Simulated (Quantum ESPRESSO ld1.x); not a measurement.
Values are calculated unless marked as measured or tabulated.
Pr XXXIII, configuration [Ar] 3d9 (the NIST ground configuration). Level of theory: Dirac Kohn-Sham, relativistic LDA (MacDonald-Vosko exchange, VWN5 correlation), spin-unpolarised, spherical densities, point nucleus; open shells are shared between the two j in proportion to 2j + 1 (ld1.x of Quantum ESPRESSO 7.5).

Spin-orbit splittings of the eigenvalues, e(l+1/2) - e(l-1/2), with zeta = 2 splitting/(2l+1) and mean radii in bohr:

| shell | occ. | splitting (eV) | zeta (eV) | <r> j=l-1/2 | <r> j=l+1/2 |
|---|---|---|---|---|---|
| 2p | 6 | ? | ? | 0.08599 | 0.09222 |
| 3p | 6 | 101.4 | 67.57 | 0.2546 | 0.2657 |
| 3d | 9 | 22.61 | 9.044 | 0.2350 | 0.2385 |

Estimate the 2p splitting.

Answer. 480.3 eV (zeta = 320.2 eV).
